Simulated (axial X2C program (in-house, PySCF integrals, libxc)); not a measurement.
SiTe⁻: properties at the nuclei

Calculated with an in-house all-electron X2C program for linear molecules (integrals from PySCF): two-component X2C with atomic mean-field Coulomb and Gaunt terms, Gaussian nuclei, basis Te dyall-acv3z, Si dyall-av3z with contracted cores.

R = 2.402 Å (near the PBE0 minimum at charge -1 of the determinant lowest at the starting distance; the state shown can have its own minimum elsewhere).

Determinant lowest in the PBE0 search, Ω = 1/2 (⟨Sz⟩ = -0.50, ⟨Lz⟩ = 1.00 at PBE0), spin on the atoms Te 0.03, Si -0.53:

| level | Eeff magnitude (GV/cm) | Ws magnitude Te (kHz) | A∥/gI Te (MHz) | qzz Te (a.u.) | A∥/gI Si (MHz) | qzz Si (a.u.) |
| --- | --- | --- | --- | --- | --- | --- |
| PBE0 | 0.362 | 0.253 | 800 | 1.19 | 403 | -0.66 |
| HF | 0.476 | 0.428 | 771 | 1.45 | 365 | -0.82 |
| B3LYP | 0.346 | 0.237 | 777 | 1.15 | 383 | -0.66 |
| LDA | 0.643 | 0.6 | 871 | 0.96 | 378 | -0.59 |
| r2SCAN | 0.057 | 0.126 | 825 | 1.07 | 339 | -0.61 |

Determinant 0.13 eV from it at PBE0 and this distance, Ω = 3/2 (⟨Sz⟩ = 0.50, ⟨Lz⟩ = 1.00 at PBE0), spin on the atoms Te 0.04, Si 0.46:

| level | Eeff magnitude (GV/cm) | Ws magnitude Te (kHz) | A∥/gI Te (MHz) | qzz Te (a.u.) | A∥/gI Si (MHz) | qzz Si (a.u.) |
| --- | --- | --- | --- | --- | --- | --- |
| PBE0 | 0.0861 | 0.0947 | 178 | 1.19 | 56.9 | -0.71 |
| HF | 1.23 | 0.421 | 123 | 1.95 | 69.3 | -0.92 |
| B3LYP | 0.027 | 0.0688 | 172 | 1.14 | 70 | -0.71 |
| LDA | 0.188 | 0.0214 | 175 | 0.90 | 64.3 | -0.63 |
| r2SCAN | 0.535 | 0.278 | 216 | 1.01 | 60.8 | -0.66 |

Eeff is the effective electric field on the electron electric dipole moment in this Ω state and Ws the scalar–pseudoscalar constant of the nucleus named (defined with the proton number Z and per Ω); A∥ (defined per Ω) follows by multiplying with gI = μI/(I μN); qzz is the electric field gradient, eQq0 = 234.96 MHz × Q/barn × qzz. The operators were transformed with the bare-nucleus X2C matrices; with these basis sets, hyperfine constants and field gradients can be off by tens of per cent, and where levels differ in sign neither size nor sign is settled.

Question: With gI(125Te) = -1.7770, gI(29Si) = -1.1106 (g factors from the IAEA table of nuclear moments by Stone), turn the PBE0 values of the first state into constants in MHz.

Answer: A∥(125Te) = 800 × -1.7770 = -1420 MHz; A∥(29Si) = 403 × -1.1106 = -448 MHz.

Each state is one determinant with collinear spin. Unrestricted Hartree–Fock can overshoot spin polarisation at the nuclei. In the state Ω = 3/2 the sign of Eeff differs between levels (HF, LDA against PBE0). For an anion, determinants above electron detachment, or with a positive highest level, are held by the basis set. Where Eeff spreads by more than a factor of two the levels disagree and none is to be relied on. The search compared states at one distance, so a state with another bond length can lie lower. The sign of Ws at Te differs between levels in the first state. The sign of Ws at Te differs between levels in the second state. Further determinants of the search, some of them spin-mixed, are not shown. PBE0 term energies can be off by some tenths of an eV.
